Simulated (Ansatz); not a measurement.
Mulliken charges of Cl$_{3}$FH$_{2}$SSi$_{2}$ (`F[Si](Cl)(Cl)S[SiH2]Cl`) from PBE/def2-TZVPP in Ansatz (PBE0-D4/def2-TZVP geometry).

```json
{"atom": "F1", "x (Å)": "-1.271", "y (Å)": "-0.325", "z (Å)": "-1.391", "charge (e)": "-0.230"}
{"atom": "Si2", "x (Å)": "-1.539", "y (Å)": "0.323", "z (Å)": "0.029", "charge (e)": "0.629"}
{"atom": "Cl3", "x (Å)": "-1.546", "y (Å)": "2.328", "z (Å)": "-0.225", "charge (e)": "-0.152"}
{"atom": "Cl4", "x (Å)": "-3.356", "y (Å)": "-0.277", "z (Å)": "0.680", "charge (e)": "-0.154"}
{"atom": "S5", "x (Å)": "-0.091", "y (Å)": "-0.326", "z (Å)": "1.411", "charge (e)": "-0.231"}
{"atom": "Si6", "x (Å)": "1.613", "y (Å)": "-0.522", "z (Å)": "0.131", "charge (e)": "0.377"}
{"atom": "Cl7", "x (Å)": "2.152", "y (Å)": "1.256", "z (Å)": "-0.721", "charge (e)": "-0.185"}
{"atom": "H8", "x (Å)": "1.352", "y (Å)": "-1.485", "z (Å)": "-0.955", "charge (e)": "-0.022"}
{"atom": "H9", "x (Å)": "2.686", "y (Å)": "-0.971", "z (Å)": "1.042", "charge (e)": "-0.032"}
```

By hand: the dipole of these point charges (1 e Å = 4.8032 D).

Σ q r = (0.191, -0.323, 0.112) e Å, of length 0.392 e Å = 1.88 D.

How does the dipole of the full density compare? (An estimate is asked.)

Ansatz gave: (0.151, -0.165, 0.106) e Å, 1.19 D; the point charges give 1.58 times that, at 14° from its direction.

Point charges leave out the atoms' own dipoles, such as those of lone pairs, and Mulliken's split depends on the basis, so the two needn't agree.
